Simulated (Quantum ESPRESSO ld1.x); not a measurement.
The run below uses ld1.x (Quantum ESPRESSO 7.5).

```
 &input
    zed=40.0,
    iswitch=1,
    rel=1,
    lsd=1,
    dft='PW',
    config='[Ne] 3s2 3p1 3d2 4s0 4p0',
    verbosity='high',
    prefix='ld1',
    max_out_wfc=37,
    file_charge='ld1.rho',
 /
```

Command: `OMP_NUM_THREADS=1 ld1.x < ld1.in > ld1.out`

Output (excerpt):

```
     Program LD1 v.7.5 starts

     --------------------------- All-electron run ----------------------------

     scalar relativistic calculation

     atomic number is 40.00
     dft =PW   lsd =1 sic =0 latt =0  beta=0.20 tr2=1.0E-14
     Exchange-correlation= PW
                           (   1   4   0   0   0   0   0)
     mesh =2037 r(mesh) =  99.39686 a.u. xmin = -8.00 dx = 0.00800
     1 Ry =  13.60569312 eV, c = 137.03599908

     n l     nl                  e(Ry)          e(Ha)          e(eV)
     1 0     1S 1( 1.00)   -1394.242362002    -697.121181001 -18969.6337165
     2 0     2S 1( 1.00)    -263.311350263    -131.655675131  -3582.5334275
     2 1     2P 1( 3.00)    -244.613354212    -122.306677106  -3328.1342312
     3 0     3S 1( 1.00)     -97.409339769     -48.704669885  -1325.3215842
     3 1     3P 1( 1.00)     -91.402201884     -45.701100942  -1243.5903096
     3 2     3D 1( 2.00)     -83.043020033     -41.521510016  -1129.8578466
     4 0     4S 1( 0.00)     -49.702387404     -24.851193702   -676.2354305
     4 1     4P 1( 0.00)     -47.277463544     -23.638731772   -643.2426606
     1 0     1S 2( 1.00)   -1394.111559183    -697.055779591 -18967.8540535
     2 0     2S 2( 1.00)    -262.763478193    -131.381739096  -3575.0792482
     2 1     2P 2( 3.00)    -244.146912405    -122.073456202  -3321.7879671
     3 0     3S 2( 1.00)     -96.355256106     -48.177628053  -1310.9800454
     3 1     3P 2( 0.00)     -90.332552996     -45.166276498  -1229.0369951
     3 2     3D 2( 0.00)     -81.936461496     -40.968230748  -1114.8023507
     4 0     4S 2( 0.00)     -49.343677169     -24.671838584   -671.3549291
     4 1     4P 2( 0.00)     -46.921338044     -23.460669022   -638.3973263

     final scf error:  6.4E-15 reached in  14 iterations

     Etot =   -6335.279260 Ry,   -3167.639630 Ha,  -86195.865455 eV
     Total magnetization:    3.00 Bohr mag.

     Ekin =    6534.680563 Ry,    3267.340282 Ha,   88908.858403 eV
     Encl =  -13874.738290 Ry,   -6937.369145 Ha, -188775.431332 eV
     Eh   =    1151.336587 Ry,     575.668294 Ha,   15664.732291 eV
     Exc  =    -146.558121 Ry,     -73.279060 Ha,   -1994.024815 eV
```

Run on one thread of a shared host, so times are rough (Intel(R) Xeon(R) Processor @ 2.60GHz): 0.64 s of CPU time, 0.66 s wall, 14 iterations on 2037 mesh points.
